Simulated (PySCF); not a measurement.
## Spin states of TaCl

Unrestricted PBE0; basis Ta def2-TZVPP with ECP60, Cl def2-TZVPP; scalar-relativistic core potentials; PySCF 2.14. Outer shells of the fragments: Ta 5d3 6s2; Cl 3s2 3p5.

Followed along the bond (rough minima from three points):

```csv
2Ms+1,unpaired,⟨S²⟩ at the start,R at minimum (Å),Te (eV)
5,"σ ↑, π ↑, δ ↑↑",6.01,2.30,0.00
3,"π ↑, δ ↑",2.51,2.27,0.15
5,"σ ↑, π ↑↑, δ ↑",6.01,2.34,0.20
3,δ ↑↑,2.45,2.24,0.23
3,"π ↑, δ ↑",2.01,2.26,0.30
1,"π ↓, δ ↑",1.56,2.27,0.48
```

Solutions found at the starting distance of 2.330 Å, counted from the lowest of them; the search is not exhaustive and high or unbound solutions are not listed, so other states can lie among these:

```
2Ms+1        unpaired   term  E (eV)  ⟨S²⟩  ⟨Lz²⟩  μ (D)
    5  σ ↑, π ↑, δ ↑↑  mixed    0.00  6.01   1.21  -3.09
    3        π ↑, δ ↑  mixed    0.17  2.51   5.66  -2.59
    5  σ ↑, π ↑↑, δ ↑     ⁵Δ    0.20  6.01   4.00  -2.99
    3            δ ↑↑  mixed    0.30  2.45   0.00  -0.71
    3        π ↑, δ ↑  mixed    0.33  2.01   5.13  -2.30
    1        π ↓, δ ↑  mixed    0.50  1.56   4.83  -2.19
    5      σ ↑↑, δ ↑↑    ⁵Σ⁻    0.52  6.01   0.00  -0.88
    3            π ↑↑  mixed    0.65  2.66   1.62  -2.94
    1            δ ↑↓  mixed    0.69  1.00   8.02  -1.81
    1            π ↑↓  mixed    0.72  1.77   4.07  -2.74
    3        σ ↑, δ ↑  mixed    1.03  2.48   3.74  -1.08
    5  σ ↑↑, π ↑, δ ↑  mixed    1.10  6.01   4.85  -0.96
    5  σ ↑↑, π ↑, δ ↑  mixed    1.11  6.01   5.01  -0.83
    3  σ ↑, π ↑↓, δ ↑  mixed    1.14  3.00   5.95  -3.09
```

A term symbol is given only where ⟨S²⟩ and ⟨Lz²⟩ are close to those of a pure state; real π, δ and φ orbitals otherwise mix terms. A positive dipole means Ta(−)Cl(+).

Spin–orbit coupling is left out. With d or f electrons several states lie close, and the lowest PBE0 determinant need not be the measured ground state.
